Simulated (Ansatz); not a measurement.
Relaxation of (NMe2)2Sn(OSiH2)2O (C4H16N2O3Si2Sn) (charge 0, singlet) with RKS r2SCAN-D4/def2-SVP in Ansatz.

Positions (Å) and forces (eV/Å) at steps 11, 13, 14, 15, 16, 17, 18, 19, 20, 21, 22 of 32:

```xyz
28
step=11 energy=-35100.1134 eV
Sn    0.103    0.213   -0.105    0.011   -0.013    0.009
N     0.128   -1.018    1.521   -0.001    0.010   -0.029
C    -1.048   -1.005    2.372   -0.056    0.011    0.030
C     0.677   -2.345    1.310    0.003   -0.041    0.002
N     1.799    1.064   -0.791    0.011   -0.074   -0.040
C     2.496    1.979    0.090    0.044    0.031    0.030
C     2.661    0.293   -1.667   -0.023    0.002   -0.002
O    -0.693   -0.688   -1.706    0.000    0.008    0.006
Si   -2.312   -0.654   -2.057   -0.006    0.001    0.012
O    -3.077    0.354   -0.969   -0.011    0.009   -0.014
Si   -2.738    1.725   -0.082    0.005   -0.010   -0.004
O    -1.152    1.671    0.398   -0.008   -0.006   -0.007
H    -1.422    0.025    2.492    0.018   -0.065    0.003
H    -0.776   -1.385    3.377   -0.032    0.019   -0.034
H    -1.885   -1.637    1.995    0.063    0.039    0.025
H     0.997   -2.779    2.278   -0.020    0.022   -0.027
H    -0.041   -3.059    0.849    0.053    0.038    0.022
H     1.571   -2.299    0.666   -0.013   -0.012    0.003
H     1.775    2.560    0.688    0.017   -0.001    0.010
H     3.209    1.482    0.783   -0.024    0.029   -0.016
H     3.076    2.705   -0.515   -0.015   -0.027    0.018
H     3.404   -0.335   -1.127   -0.027    0.023   -0.020
H     2.057   -0.361   -2.318    0.021    0.019    0.016
H     3.230    0.980   -2.322   -0.014   -0.020    0.009
H    -2.515   -0.141   -3.441    0.004    0.003    0.001
H    -2.918   -2.007   -1.907    0.000    0.005   -0.005
H    -2.973    2.935   -0.920    0.003    0.000    0.005
H    -3.634    1.728    1.106   -0.002   -0.002   -0.003
28
step=13 energy=-35100.1250 eV
Sn    0.057    0.202   -0.099   -0.002   -0.008    0.002
N     0.120   -0.981    1.555    0.044   -0.161   -0.017
C    -1.075   -1.054    2.379   -0.048   -0.003   -0.005
C     0.835   -2.244    1.437   -0.090    0.026    0.015
N     1.771    1.022   -0.773    0.031   -0.052   -0.025
C     2.534    1.850    0.142    0.007   -0.008    0.007
C     2.564    0.284   -1.740   -0.010    0.007    0.047
O    -0.739   -0.674   -1.713   -0.081   -0.001   -0.010
Si   -2.339   -0.582   -2.143    0.057   -0.004    0.010
O    -3.132    0.421   -1.071    0.007    0.035   -0.008
Si   -2.787    1.747   -0.122    0.030   -0.014    0.000
O    -1.215    1.645    0.402   -0.043   -0.015   -0.022
H    -1.568   -0.066    2.426    0.064   -0.126   -0.005
H    -0.790   -1.336    3.413   -0.042    0.016   -0.051
H    -1.821   -1.803    2.024    0.091    0.091    0.044
H     1.178   -2.580    2.437   -0.048    0.031   -0.053
H     0.223   -3.070    1.002    0.080    0.125    0.062
H     1.738   -2.126    0.812   -0.047    0.015    0.009
H     1.860    2.430    0.795    0.016   -0.031   -0.023
H     3.238    1.282    0.789   -0.017    0.009   -0.025
H     3.133    2.580   -0.435    0.005    0.000    0.000
H     3.307   -0.406   -1.279   -0.045    0.042   -0.024
H     1.910   -0.303   -2.405    0.011    0.024    0.041
H     3.130    0.993   -2.375   -0.002    0.003    0.004
H    -2.454   -0.027   -3.523    0.008   -0.013    0.032
H    -2.988   -1.921   -2.061    0.015    0.023   -0.006
H    -2.973    2.996   -0.915    0.001   -0.018    0.009
H    -3.715    1.721    1.042    0.006    0.004   -0.009
28
step=14 energy=-35100.1293 eV
Sn    0.042    0.192   -0.090    0.028    0.004    0.001
N     0.117   -0.973    1.574    0.073   -0.212   -0.013
C    -1.085   -1.076    2.383   -0.015   -0.017   -0.010
C     0.882   -2.212    1.485   -0.114    0.104    0.018
N     1.761    1.004   -0.762    0.056   -0.026    0.005
C     2.550    1.806    0.157   -0.029   -0.044   -0.027
C     2.526    0.289   -1.769   -0.018    0.027    0.056
O    -0.753   -0.681   -1.705   -0.124    0.003   -0.024
Si   -2.343   -0.560   -2.169    0.086   -0.009    0.009
O    -3.145    0.448   -1.110    0.023    0.046   -0.001
Si   -2.797    1.758   -0.139    0.037   -0.020   -0.001
O    -1.234    1.633    0.406   -0.071   -0.016   -0.031
H    -1.614   -0.107    2.407    0.061   -0.099    0.001
H    -0.802   -1.330    3.425   -0.049    0.010   -0.040
H    -1.798   -1.858    2.031    0.076    0.079    0.041
H     1.224   -2.518    2.494   -0.052    0.029   -0.042
H     0.308   -3.066    1.056    0.059    0.105    0.051
H     1.788   -2.069    0.871   -0.043    0.015    0.000
H     1.895    2.375    0.838    0.012   -0.034   -0.022
H     3.264    1.218    0.774   -0.022    0.009   -0.028
H     3.141    2.547   -0.415    0.007   -0.001   -0.006
H     3.277   -0.414   -1.344   -0.034    0.033   -0.016
H     1.852   -0.279   -2.430    0.007    0.017    0.036
H     3.077    1.013   -2.399    0.007    0.005   -0.002
H    -2.418    0.006   -3.549    0.006   -0.020    0.049
H    -3.012   -1.891   -2.112    0.022    0.034   -0.005
H    -2.959    3.019   -0.919    0.002   -0.027    0.014
H    -3.741    1.727    1.012    0.009    0.004   -0.013
28
step=15 energy=-35100.1358 eV
Sn    0.028    0.176   -0.072    0.014    0.014   -0.001
N     0.114   -0.966    1.606    0.058   -0.176   -0.004
C    -1.096   -1.108    2.397    0.000    0.001   -0.032
C     0.932   -2.171    1.548   -0.099    0.121    0.019
N     1.747    0.980   -0.748    0.095   -0.039   -0.019
C     2.569    1.748    0.171   -0.041   -0.044   -0.011
C     2.474    0.306   -1.810   -0.028    0.036    0.078
O    -0.767   -0.699   -1.685   -0.189    0.013   -0.049
Si   -2.340   -0.536   -2.201    0.132   -0.015    0.024
O    -3.156    0.483   -1.164    0.048    0.052    0.006
Si   -2.805    1.772   -0.164    0.062   -0.033   -0.001
O    -1.258    1.611    0.417   -0.115   -0.009   -0.047
H    -1.663   -0.161    2.401    0.054   -0.076    0.001
H    -0.823   -1.339    3.446   -0.037    0.002   -0.028
H    -1.772   -1.920    2.042    0.062    0.061    0.037
H     1.270   -2.446    2.567   -0.038    0.010   -0.034
H     0.401   -3.052    1.123    0.048    0.064    0.036
H     1.841   -1.994    0.946   -0.040   -0.002    0.002
H     1.939    2.288    0.899    0.043   -0.050   -0.047
H     3.306    1.135    0.737   -0.046    0.038   -0.041
H     3.137    2.511   -0.395    0.004   -0.008    0.014
H     3.243   -0.409   -1.439   -0.050    0.050   -0.022
H     1.776   -0.243   -2.463    0.012    0.012    0.034
H     2.997    1.054   -2.438   -0.001   -0.008    0.018
H    -2.354    0.040   -3.580    0.003   -0.028    0.069
H    -3.039   -1.853   -2.176    0.029    0.043   -0.005
H    -2.927    3.047   -0.931    0.004   -0.035    0.021
H    -3.776    1.742    0.964    0.015    0.006   -0.018
28
step=16 energy=-35100.1415 eV
Sn    0.012    0.162   -0.056    0.029    0.000    0.010
N     0.115   -0.963    1.631    0.044   -0.129   -0.006
C    -1.099   -1.135    2.409    0.015    0.000   -0.020
C     0.977   -2.135    1.604   -0.096    0.105    0.002
N     1.733    0.959   -0.732    0.105   -0.059   -0.055
C     2.585    1.692    0.185   -0.039   -0.037   -0.018
C     2.424    0.326   -1.844   -0.043    0.060    0.101
O    -0.784   -0.720   -1.664   -0.239    0.033   -0.073
Si   -2.338   -0.516   -2.229    0.169   -0.021    0.037
O    -3.166    0.518   -1.217    0.070    0.051    0.010
Si   -2.813    1.787   -0.192    0.076   -0.041    0.009
O    -1.284    1.590    0.426   -0.142   -0.007   -0.061
H    -1.698   -0.209    2.392    0.037   -0.047    0.000
H    -0.833   -1.341    3.464   -0.026   -0.001   -0.012
H    -1.741   -1.974    2.057    0.038    0.037    0.025
H     1.310   -2.381    2.632   -0.026    0.005   -0.021
H     0.486   -3.042    1.188    0.036    0.052    0.029
H     1.885   -1.935    1.010   -0.027   -0.003   -0.002
H     1.983    2.201    0.958    0.039   -0.041   -0.047
H     3.343    1.059    0.699   -0.044    0.036   -0.036
H     3.132    2.479   -0.370    0.007   -0.007    0.024
H     3.208   -0.396   -1.523   -0.046    0.042   -0.016
H     1.705   -0.206   -2.487    0.010    0.003    0.026
H     2.921    1.096   -2.466   -0.001   -0.009    0.021
H    -2.293    0.065   -3.606   -0.001   -0.032    0.078
H    -3.064   -1.818   -2.233    0.030    0.044   -0.004
H    -2.893    3.073   -0.947    0.005   -0.039    0.023
H    -3.812    1.764    0.913    0.020    0.005   -0.022
28
step=17 energy=-35100.1463 eV
Sn   -0.004    0.144   -0.044   -0.011    0.006    0.019
N     0.109   -0.957    1.655    0.087   -0.164    0.009
C    -1.103   -1.162    2.427    0.022    0.010   -0.035
C     1.019   -2.093    1.658   -0.116    0.123    0.014
N     1.717    0.937   -0.721    0.167   -0.070   -0.122
C     2.600    1.630    0.199   -0.040   -0.038   -0.013
C     2.373    0.350   -1.882   -0.067    0.089    0.169
O    -0.804   -0.740   -1.647   -0.240    0.045   -0.087
Si   -2.334   -0.497   -2.259    0.180   -0.020    0.066
O    -3.171    0.553   -1.272    0.074    0.037    0.008
Si   -2.819    1.800   -0.220    0.110   -0.043    0.022
O    -1.311    1.562    0.437   -0.171    0.012   -0.076
H    -1.736   -0.261    2.388    0.026   -0.029   -0.004
H    -0.842   -1.339    3.488   -0.005    0.001   -0.012
H    -1.708   -2.031    2.086    0.024    0.026    0.013
H     1.351   -2.306    2.693   -0.011    0.005   -0.015
H     0.570   -3.027    1.257    0.013    0.030    0.015
H     1.923   -1.868    1.067   -0.016    0.003    0.001
H     2.027    2.100    1.017    0.039   -0.044   -0.063
H     3.374    0.973    0.656   -0.047    0.044   -0.037
H     3.130    2.443   -0.337   -0.003   -0.020    0.028
H     3.169   -0.380   -1.612   -0.042    0.038   -0.013
H     1.636   -0.161   -2.519    0.005    0.002    0.021
H     2.848    1.146   -2.490   -0.013   -0.016    0.033
H    -2.233    0.088   -3.631   -0.004   -0.028    0.062
H    -3.086   -1.783   -2.291    0.022    0.031   -0.005
H    -2.850    3.095   -0.961   -0.001   -0.035    0.022
H    -3.846    1.785    0.859    0.020    0.005   -0.022
28
step=18 energy=-35100.1498 eV
Sn   -0.023    0.136   -0.033    0.040   -0.010   -0.005
N     0.116   -0.955    1.668    0.071   -0.169    0.031
C    -1.093   -1.176    2.441    0.000    0.004   -0.011
C     1.054   -2.069    1.694   -0.130    0.124   -0.019
N     1.702    0.918   -0.707    0.199   -0.075   -0.142
C     2.608    1.579    0.214   -0.051   -0.037    0.011
C     2.332    0.369   -1.902   -0.076    0.098    0.207
O    -0.822   -0.752   -1.635   -0.220    0.049   -0.082
Si   -2.331   -0.484   -2.283    0.161   -0.024    0.069
O    -3.176    0.581   -1.319    0.072    0.030    0.004
Si   -2.828    1.813   -0.249    0.093   -0.044    0.035
O    -1.341    1.546    0.442   -0.148    0.003   -0.072
H    -1.748   -0.291    2.382    0.035   -0.052    0.005
H    -0.831   -1.326    3.507   -0.015    0.002   -0.023
H    -1.675   -2.067    2.114    0.033    0.048    0.020
H     1.389   -2.254    2.733   -0.016    0.012   -0.029
H     0.627   -3.021    1.308    0.022    0.059    0.025
H     1.952   -1.831    1.098   -0.021   -0.003    0.008
H     2.056    2.016    1.066    0.063   -0.060   -0.097
H     3.396    0.905    0.625   -0.079    0.067   -0.048
H     3.124    2.413   -0.303   -0.006   -0.030    0.035
H     3.134   -0.368   -1.672   -0.064    0.056   -0.016
H     1.580   -0.125   -2.537    0.017    0.007    0.024
H     2.792    1.184   -2.496   -0.012   -0.031    0.028
H    -2.188    0.098   -3.651   -0.003   -0.017    0.042
H    -3.101   -1.757   -2.335    0.013    0.020    0.000
H    -2.825    3.115   -0.978    0.004   -0.031    0.016
H    -3.879    1.806    0.807    0.018    0.003   -0.018
28
step=19 energy=-35100.1552 eV
Sn   -0.039    0.113   -0.026    0.006    0.012    0.021
N     0.111   -0.951    1.688    0.104   -0.172    0.023
C    -1.089   -1.191    2.469    0.049    0.013   -0.024
C     1.085   -2.032    1.735   -0.143    0.158    0.006
N     1.688    0.895   -0.694    0.201   -0.085   -0.169
C     2.620    1.512    0.232   -0.068   -0.047   -0.075
C     2.283    0.404   -1.933   -0.101    0.124    0.268
O    -0.842   -0.775   -1.625   -0.179    0.050   -0.084
Si   -2.325   -0.473   -2.316    0.127   -0.015    0.088
O    -3.173    0.612   -1.376    0.070    0.015   -0.008
Si   -2.830    1.820   -0.280    0.126   -0.039    0.061
O    -1.369    1.511    0.450   -0.191    0.029   -0.097
H    -1.772   -0.332    2.387    0.002   -0.001    0.005
H    -0.821   -1.304    3.537   -0.007    0.002   -0.008
H    -1.639   -2.108    2.167    0.006    0.004    0.001
H     1.431   -2.181    2.776   -0.003    0.001   -0.001
H     0.687   -3.005    1.376    0.002    0.002    0.002
H     1.969   -1.780    1.127    0.008   -0.003   -0.008
H     2.097    1.896    1.125    0.014   -0.032   -0.048
H     3.422    0.822    0.578   -0.032    0.035   -0.027
H     3.115    2.377   -0.254    0.001   -0.029    0.030
H     3.088   -0.341   -1.758   -0.023    0.026   -0.008
H     1.513   -0.064   -2.566   -0.003   -0.002    0.012
H     2.725    1.245   -2.502    0.000   -0.013    0.013
H    -2.130    0.107   -3.679   -0.004   -0.019    0.037
H    -3.121   -1.729   -2.389    0.016    0.017   -0.006
H    -2.777    3.130   -0.994   -0.002   -0.035    0.020
H    -3.909    1.825    0.746    0.024    0.005   -0.023
28
step=20 energy=-35100.1604 eV
Sn   -0.058    0.101   -0.013    0.014   -0.004   -0.007
N     0.115   -0.950    1.705    0.062   -0.104    0.014
C    -1.075   -1.197    2.498    0.012    0.013   -0.003
C     1.111   -2.006    1.770   -0.086    0.104   -0.003
N     1.674    0.869   -0.681    0.183   -0.081   -0.148
C     2.630    1.443    0.249   -0.052   -0.023   -0.022
C     2.232    0.442   -1.958   -0.077    0.091    0.245
O    -0.855   -0.789   -1.614   -0.168    0.045   -0.078
Si   -2.314   -0.465   -2.345    0.109   -0.013    0.072
O    -3.169    0.638   -1.434    0.070    0.006   -0.008
Si   -2.836    1.828   -0.315    0.127   -0.035    0.071
O    -1.404    1.486    0.456   -0.181    0.023   -0.102
H    -1.777   -0.354    2.399    0.014   -0.024    0.012
H    -0.799   -1.280    3.567   -0.018    0.001   -0.019
H    -1.606   -2.133    2.219    0.016    0.026    0.010
H     1.470   -2.123    2.812   -0.014    0.003   -0.023
H     0.731   -2.996    1.437    0.015    0.021    0.007
H     1.985   -1.749    1.149   -0.005   -0.016    0.002
H     2.132    1.768    1.181    0.057   -0.056   -0.121
H     3.448    0.738    0.528   -0.075    0.084   -0.035
H     3.101    2.340   -0.202    0.003   -0.055    0.055
H     3.045   -0.309   -1.841   -0.055    0.062   -0.010
H     1.447    0.000   -2.590    0.012    0.004    0.028
H     2.655    1.312   -2.501   -0.002   -0.035    0.025
H    -2.072    0.106   -3.704   -0.005   -0.017    0.041
H    -3.126   -1.709   -2.438    0.016    0.018    0.001
H    -2.740    3.144   -1.016   -0.002   -0.042    0.024
H    -3.945    1.844    0.680    0.031    0.003   -0.026
28
step=21 energy=-35100.1657 eV
Sn   -0.070    0.081   -0.011    0.022    0.016    0.016
N     0.115   -0.948    1.717    0.027   -0.040    0.007
C    -1.065   -1.189    2.524   -0.020   -0.001    0.005
C     1.122   -1.988    1.796   -0.031    0.006    0.007
N     1.670    0.842   -0.664    0.155   -0.095   -0.182
C     2.645    1.380    0.266   -0.032   -0.016    0.032
C     2.191    0.490   -1.978   -0.021    0.067    0.226
O    -0.866   -0.808   -1.612   -0.118    0.043   -0.056
Si   -2.306   -0.468   -2.369    0.073    0.002    0.055
O    -3.163    0.650   -1.480    0.071   -0.003   -0.011
Si   -2.836    1.827   -0.346    0.116   -0.028    0.084
O    -1.427    1.457    0.455   -0.181    0.032   -0.114
H    -1.776   -0.354    2.415    0.021   -0.027    0.009
H    -0.782   -1.249    3.593   -0.012    0.003   -0.025
H    -1.590   -2.135    2.267    0.019    0.035    0.013
H     1.493   -2.079    2.837   -0.017    0.004   -0.032
H     0.751   -2.990    1.489    0.023    0.040    0.013
H     1.988   -1.736    1.161   -0.007   -0.014    0.003
H     2.173    1.638    1.234    0.073   -0.062   -0.171
H     3.483    0.672    0.475   -0.108    0.113   -0.038
H     3.088    2.311   -0.144   -0.003   -0.079    0.062
H     3.015   -0.258   -1.924   -0.087    0.095   -0.005
H     1.392    0.070   -2.608    0.014    0.003    0.032
H     2.589    1.390   -2.491   -0.007   -0.054    0.038
H    -2.031    0.094   -3.726   -0.009   -0.021    0.041
H    -3.132   -1.703   -2.471    0.015    0.016   -0.002
H    -2.704    3.145   -1.034   -0.004   -0.041    0.020
H    -3.965    1.854    0.627    0.030    0.002   -0.025
28
step=22 energy=-35100.1711 eV
Sn   -0.076    0.074   -0.004    0.020   -0.004   -0.004
N     0.114   -0.946    1.728   -0.002    0.008   -0.008
C    -1.060   -1.176    2.546   -0.025   -0.003    0.016
C     1.123   -1.981    1.815    0.013   -0.038    0.006
N     1.670    0.816   -0.654    0.149   -0.094   -0.209
C     2.657    1.326    0.275    0.015    0.017    0.084
C     2.162    0.536   -1.997    0.002    0.050    0.225
O    -0.865   -0.816   -1.608   -0.063    0.027   -0.028
Si   -2.293   -0.475   -2.381    0.027   -0.005    0.023
O    -3.154    0.654   -1.511    0.050   -0.001   -0.010
Si   -2.836    1.825   -0.369    0.056   -0.014    0.050
O    -1.445    1.444    0.450   -0.089    0.010   -0.064
H    -1.771   -0.343    2.431    0.012   -0.019    0.005
H    -0.769   -1.222    3.614   -0.007    0.004   -0.022
H    -1.586   -2.125    2.306    0.020    0.032    0.006
H     1.501   -2.058    2.854   -0.014    0.007   -0.028
H     0.753   -2.989    1.525    0.012    0.042    0.009
H     1.984   -1.738    1.170   -0.009   -0.007    0.005
H     2.207    1.520    1.269    0.092   -0.056   -0.211
H     3.514    0.625    0.424   -0.134    0.130   -0.034
H     3.074    2.289   -0.094   -0.014   -0.109    0.072
H     2.998   -0.202   -1.996   -0.112    0.113    0.009
H     1.354    0.129   -2.625    0.011    0.004    0.035
H     2.534    1.464   -2.480   -0.020   -0.073    0.052
H    -2.002    0.075   -3.738   -0.005   -0.010    0.023
H    -3.123   -1.706   -2.485    0.004    0.005    0.000
H    -2.685    3.142   -1.054   -0.006   -0.022    0.013
H    -3.978    1.859    0.586    0.017    0.004   -0.016
```

In the def2 sets Sn takes a core potential; there is no spin–orbit coupling.
